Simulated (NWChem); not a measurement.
**Total energies of arsine (H₃As)**

SMILES: [AsH3]
```xyz
4

As     0.0010     0.0726     0.0000
H     -0.6465    -0.7900     1.1000
H     -0.6465    -0.7900    -1.1000
H      1.2585    -0.8174     0.0000
```
Charge 0, spin multiplicity 1.

Everything below was run with NWChem. The geometry was optimised at PBE/def2-SVP, a minimum by its harmonic frequencies.

Basis set: def2-TZVP (66 functions).

| method | total energy (Ha) |
|---|---|
| RHF | -2235.92950 |
| MP2 | -2236.20615 |
| B2PLYP | -2237.27965 |
| PBE | -2237.31674 |
| B3LYP | -2237.71022 |
| M06-2X | -2237.66035 |
| CCSD(T) | -2236.23501 |

Total energies of different functionals aren't comparable as a measure of quality: only differences taken within one method are. 

The Hamiltonian is non-relativistic. The correlated methods keep 9 core orbitals frozen. B3LYP has NWChem's definition, with VWN1-RPA local correlation. Coupled-cluster values serve here as a point of comparison, not as the truth.
